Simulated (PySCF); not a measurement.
**Bonds of Hf to H, F, Cl, O, N**

CCSD(T) in PySCF with def2-TZVPPD on every atom (core potentials on Hf), for the lowest determinant that a PBE0 search found; no spin–orbit coupling. D0 is De less the harmonic zero-point energy.

```
 X            state of HfX  D0(HfX) (eV)  D0(X₂) (eV)
 H           doublet (δ ↑)          2.71         4.43
 F           doublet (δ ↑)          6.85         1.46
Cl           doublet (δ ↑)          5.02         2.30
 O  singlet (closed shell)          8.42         4.85
 N           doublet (σ ↑)          5.26         9.27
```

Q: Give the energy of Hf + X₂ → HfX + X at 0 K for each X.

A: H: 4.43 − 2.71 = +1.72 eV; F: 1.46 − 6.85 = -5.39 eV; Cl: 2.30 − 5.02 = -2.72 eV; O: 4.85 − 8.42 = -3.57 eV; N: 9.27 − 5.26 = +4.01 eV (CCSD(T)/def2-TZVPPD; negative means exothermic).

Q: Does an atom of Cl displace O from HfO?

A: HfO + Cl → HfCl + O has ΔE = 8.42 − 5.02 = +3.40 eV at CCSD(T)/def2-TZVPPD, so it is uphill.

Gas-phase diatomics only hint at surface chemistry, where an atom holds several bonds.

Correlated steps freeze the inner cores (0 to 10 orbitals); shallow outer-core shells are correlated. UHF and ROHF references stand side by side, which adds small steps between rows. These are scalar-relativistic numbers at best; spin–orbit coupling would shift them, the dissociation energy most. Where the molecule has an RHF reference, its open-shell atoms are computed with UHF. The CCSD T1 diagnostic is raised in HfN, HfO, a sign that a single reference may not be enough there. States were picked by a PBE0 search and need not be the measured ground states. With d or f electrons several states lie close, and the lowest PBE0 determinant need not be the measured ground state.
